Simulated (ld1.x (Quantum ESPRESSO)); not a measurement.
## aluminium (Al): variants of one TM potential

Base potential:

Al, norm-conserving Troullier–Martins (Kleinman–Bylander form), made with ld1.x (Quantum ESPRESSO) 7.5 (LDA (PZ), scalar-relativistic). Core [He], reference 2s2 2p6 3s1.75 3p1.25. Waves: 2s (bound): rc 0.65 bohr; 3d channel at -0.15 Ry: rc 0.90 bohr; 2p (bound): rc 0.85 bohr. Local part: the p channel. Core correction: a·sin(br)/r model core inside 0.60 bohr.

Occupied shells without a wave of their own: 3p, 3s. They enter only through the test configuration that unscreens the potential, and ld1.x also counts them in the model core charge.

Cutoffs, loose and tight: the cutoffs (Ry, on a coarse ladder) from which the occupation-weighted sum of valence levels, in a spherical-Bessel basis at the reference potential, stays within 10 and 1 mRy of its value at 400 Ry. They do not see the model core or the augmentation charge, which bear on the density cutoff. Test errors are all-electron minus pseudo excitation energies from the reference, over the configurations 2s2 2p6 3s2 3p1; 2s2 2p6 3s2 3p0; 2s2 2p6 3s1 3p0; 2s2 2p6 3s1 3p2; 2s2 2p6 3s2 3p0.5; 2s1 2p6 3s2 3p1; 2s2 2p6 3s0 3p3 (two spin-polarised tests are not counted in the largest error). A dash means not determined; rows that change the core or the reference have their own tests.

With those shells counted twice in exchange and correlation these files are broken, and their errors move erratically; no question is asked of them.

| change | outcome | cutoff, loose | cutoff, tight | bound ghosts | largest test error (meV) |
| --- | --- | --- | --- | --- | --- |
| base | generated | 300 Ry | over 300 Ry | none | -346 |
| all radii but the core radius scaled by about 0.80 (s 0.52, p 0.68, d 0.72 bohr) | generated | over 300 Ry | over 300 Ry | none | -590 |
| all radii but the core radius scaled by about 0.92 (s 0.60, p 0.78, d 0.82 bohr) | generated | over 300 Ry | over 300 Ry | none | -459 |
| all radii but the core radius scaled by about 1.10 (s 0.72, p 0.94, d 0.98 bohr) | generated, misses its reference levels by 0.18 eV | 260 Ry | over 300 Ry | none | -449 |
| all radii but the core radius scaled by about 1.24 (s 0.80, p 1.06, d 1.12 bohr) | generated, misses its reference levels by 0.35 eV | 180 Ry | 300 Ry | none | -663 |
| all radii but the core radius scaled by about 1.38 (s 0.90, p 1.16, d 1.24 bohr) | generated, misses its reference levels by 0.57 eV | 140 Ry | 260 Ry | none | +892 |

Reading the sweep of the scale of all radii but the core radius (base = 1) (base included, trends over the rows without a ghost): The loose cutoff falls from 300 Ry at 1 to 140 Ry at 1.38. A larger radius leaves more room for a smooth pseudo-wave, so fewer plane waves are needed; a smaller one forces it to follow the all-electron wave where it bends sharply. The median size of the test errors (rows with all tests solved) is not monotonic: lowest 14.7 meV at 1, highest 246.0 meV at 1.38.
